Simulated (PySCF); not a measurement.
A side-by-side comparison of computed properties.

First species: C5H9NO2Si.
Atom-mapped SMILES: `[CH3:1][NH:2][C:3](=[O:4])[C:5](=[O:6])/[CH:7]=[CH:8]/[SiH3:9]` (hydrogens: H10, H11, H12 on C1; H13 on N2; H14 on C7; H15 on C8; H16, H17, H18 on Si9)

Second species: C4H3F5O.
Z-matrix (Å and degrees, GFN2-xTB geometry), rows numbered from 1:
```
F 
C   1  1.3360
F   2  1.3302  1  109.94
C   2  1.3246  1  127.93  3  -179.97
O   4  1.3530  2  129.51  1     0.00
C   5  1.4084  4  118.12  2     0.01
C   6  1.5273  5  106.87  4   179.89
F   7  1.3334  6  112.34  5   -60.57
F   7  1.3403  6  110.41  5   179.99
F   7  1.3334  6  112.32  5    60.56
H   4  1.0794  2  118.81  1   179.98
H   6  1.0976  5  112.03  4    61.70
H   6  1.0977  5  112.01  4   -61.92
```

Levels: PBE0/pcSseg-1 for dipole moment, HOMO energy, LUMO energy and HOMO–LUMO gap; GFN2-xTB for rotational constant A and rotational constant C. Geometries: GFN2-xTB. Each structure is a single optimised conformer of the isolated species, non-relativistic unless stated. Electronic properties by PySCF.

Dipoles, sizes and rotational constants follow the conformer. The torsions of the flexible species, by atom-mapped SMILES:
- `[CH3:1][NH:2][C:3](=[O:4])[C:5](=[O:6])/[CH:7]=[CH:8]/[SiH3:9]`: C1–N2–C3–O4 0°, N2–C3–C5–O6 -1°, C3–C5–C7–C8 -178°
- `[F:1][C:2]([F:3])=[CH:4][O:5][CH2:6][C:7]([F:8])([F:9])[F:10]`: C2–C4–O5–C6 0°, C4–O5–C6–C7 180°, O5–C6–C7–F8 -61°

Question: Which of the two has the higher LUMO energy, and by how much?

Answer: The second: 0.61 eV against -2.68 eV, a difference of 3.29 eV.

Question: Which has the higher rotational constant A?

Answer: The first: 4.268 GHz against 3.255 GHz, a difference of 1.013 GHz.

Question: Which of the two has the higher rotational constant C, and by how much?

Answer: The second: 0.531 GHz against 0.470 GHz, a difference of 0.061 GHz.

Question: Which has the higher HOMO–LUMO gap?

Answer: The second: 7.81 eV against 4.54 eV, a difference of 3.27 eV.

On the first: The dipole matches unit charges of opposite sign 0.25 Å apart (1 e·Å = 4.8032 D).

On the second: The dipole equals about 4.0 × 10⁻³⁰ C·m (1 D = 3.33564 × 10⁻³⁰ C·m).
